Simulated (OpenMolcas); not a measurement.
Ti III.

- Program: OpenMolcas
- Basis: ANO-RCC-VTZP [6s5p3d2f1g]
- Scalar Hamiltonian: DKH2, point nucleus
- Active space: 2 electrons in 6 orbitals (3d 4s)
- State averaging: 2S+1 = 3 even, 15 roots; 2S+1 = 1 even, 20 roots
- Spin-orbit coupling: state interaction with AMFI integrals over the reference wave functions, term energies averaged over their components

Two sets of levels on these reference wave functions, in cm-1 above 3d2 3F2: one from CASSCF and one from MS-CASPT2, IPEA 0.25 Eh, imaginary shift 0.1 Eh (closed shells correlated: 3s 3p).

| Level | Set 1 | Set 2 |
| --- | --- | --- |
| 3d2 3F2 | 0.0 | 0.0 |
| 3d2 3F3 | 198 | 197 |
| 3d2 3F4 | 455 | 454 |
| 3d2 1D2 | 8100 | 10970 |
| 3d2 3P0 | 11050 | 13760 |
| 3d2 3P1 | 11110 | 13830 |
| 3d2 3P2 | 11250 | 13970 |
| 3d2 1G4 | 14700 | 17380 |
| 3d 4s 3D1 | 37610 | 39020 |
| 3d 4s 3D2 | 37730 | 39140 |
| 3d 4s 3D3 | 37930 | 39340 |
| 3d2 1S0 | 32530 | 42380 |
| 3d 4s 1D2 | 41070 | 45610 |

Which set is which?

Set 1 is MS-CASPT2. Its levels of the other terms of 3d2 lie at 0.74 to 0.85 of the other set's values, as expected, since terms of lower spin or lower L gain more correlation energy than the Hund ground term. Against 11 measured levels (Corliss and Sugar, J. Phys. Chem. Ref. Data 8, 1 (1979)) the mean absolute deviation is 360 cm-1 with it and 2800 cm-1 without; single levels miss by up to 630 cm-1 with it.

CASPT2 does not keep the components of a term degenerate, so their means are used; among the terms shown or strongly mixed into the levels shown the widest spread is 760 cm-1 (3d2 1G, MS-CASPT2). A single d shell beside an s shell can misplace configurations of different d count against each other. Without dynamic correlation excited terms often stand tens of per cent too high (terms of higher spin than the ground term too low), and those without a measured partner can miss by more than the paired ones (holds for CASSCF). Measured partners are found by configuration, term and J. A level has none where our copy of the source lacks it or the pairing is in doubt (some pairs that miss far off the trend of their configuration count as doubtful), and it then counts in no deviation. Only configurations of the active space appear.
